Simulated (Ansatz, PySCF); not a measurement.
Noncovalent pair: CH4O (SMILES CO) (first 6 atoms) with H4OSi (SMILES O[SiH3]); geometry from B3LYP-D3(BJ)/def2-TZVP.
(charge 0, multiplicity 1):
| atom | x (Å) | y (Å) | z (Å) |
|---|---|---|---|
| C | -0.0629 | 0.0915 | 0.1839 |
| O | -0.9976 | 0.3478 | 1.2362 |
| H | -0.1007 | -0.9507 | -0.1428 |
| H | 0.9253 | 0.2959 | 0.5903 |
| H | -0.2389 | 0.7514 | -0.6690 |
| H | -1.8898 | 0.1680 | 0.9225 |
| O | -0.0573 | -1.0312 | 3.4465 |
| Si | 1.0372 | -0.2371 | 4.3755 |
| H | -0.4782 | -0.5404 | 2.7168 |
| H | 2.1273 | 0.3598 | 3.5569 |
| H | 1.6196 | -1.2311 | 5.3026 |
| H | 0.4242 | 0.8621 | 5.1654 |

Interaction energies are E(AB) − E(A) − E(B) at the monomers' geometry in the complex; basis-set methods are counterpoise corrected. Rows marked so take none.

Frozen-core correlation. Rows in 6-31G*, STO-3G carry no dispersion term and start afresh at each structure (6-31G* with six Cartesian d functions). MP2/6-31G* freezes PySCF's default core.

Run with Ansatz (Gaussian basis) for Hartree–Fock, density functionals and correlated methods; PySCF for 6-31G* rows, STO-3G rows, the dispersion terms. Each number belongs to the level named beside it.

```tsv
level	interaction energy (kcal/mol)
HF/STO-3G (no counterpoise)	-5.75
BLYP/def2-TZVPPD	-5.33
revPBE/def2-TZVPPD	-4.60
r2SCAN-D4/def2-TZVPPD	-7.83
B3LYP/6-31G*	-7.22
BHLYP-D4/def2-TZVPPD	-8.04
CAM-B3LYP/def2-TZVPPD	-7.07
B2PLYP-D4/def2-TZVPPD	…
MP2/6-31G*	-7.10
```

**Question.** Complete the blanks.

**Answer.** 
- B2PLYP-D4/def2-TZVPPD, interaction energy (kcal/mol): -7.49

Ansatz is a first-principles code.
